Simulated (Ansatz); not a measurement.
Born–Oppenheimer molecular dynamics of BClH₄OS (8 atoms, charge 0, multiplicity 1). It starts at the highest image of a converged band, a first-order saddle point between two minima.

Method: RKS B3LYP-D4/6-31G* (Ansatz 0.2.0).

```yaml
ensemble: NVE (velocity Verlet)
time_step: 0.5 fs
steps_asked: 200
starting_velocities_drawn_for: 100 K
seed: 7405
```

First frame:

```xyz
8
Properties=species:S:1:pos:R:3
B 0.157 0.252 0.200
O -0.093 -0.189 1.642
H -0.980 -0.577 1.736
Cl 1.696 -0.424 -0.474
H -0.804 0.184 -0.504
S 0.333 2.241 0.793
H 1.650 2.212 1.088
H -0.053 1.108 1.845
```

Task: How far do the bonds stretch over the last three quarters of this one trajectory? (Pairs bonded in most of those frames.)

Result: 
| bond | mean (Å) | spread (Å) | shortest | longest |
| --- | --- | --- | --- | --- |
| B1–Cl4 | 1.793 | 0.040 | 1.69 | 1.84 |
| B1–H5 | 1.191 | 0.009 | 1.17 | 1.21 |
| B1–S6 | 1.828 | 0.064 | 1.74 | 1.94 |
| O2–H3 | 0.978 | 0.039 | 0.90 | 1.05 |
| O2–H8 | 0.982 | 0.053 | 0.90 | 1.07 |
| S6–H7 | 1.352 | 0.005 | 1.34 | 1.36 |

Mean temperature of the second half: 466 K. The conserved energy stayed within 0.51 meV per atom of its start (net change 0.15 meV per atom), so the integration is sound. The kinetic energy rose, since the run started high on the potential surface and went downhill. It ends in pieces (BClH2S + H2O), so much of that is their flight and rotation, not heat. A run of 0.1 ps of so small a system gives no equilibrium averages. The orbitals stay closed-shell, which can raise the energy where a bond breaks towards radicals; this wasn't checked here.

The run took 11 min on 1 thread of Arm Neoverse V1 (shared host), peak memory 0.15 GiB.
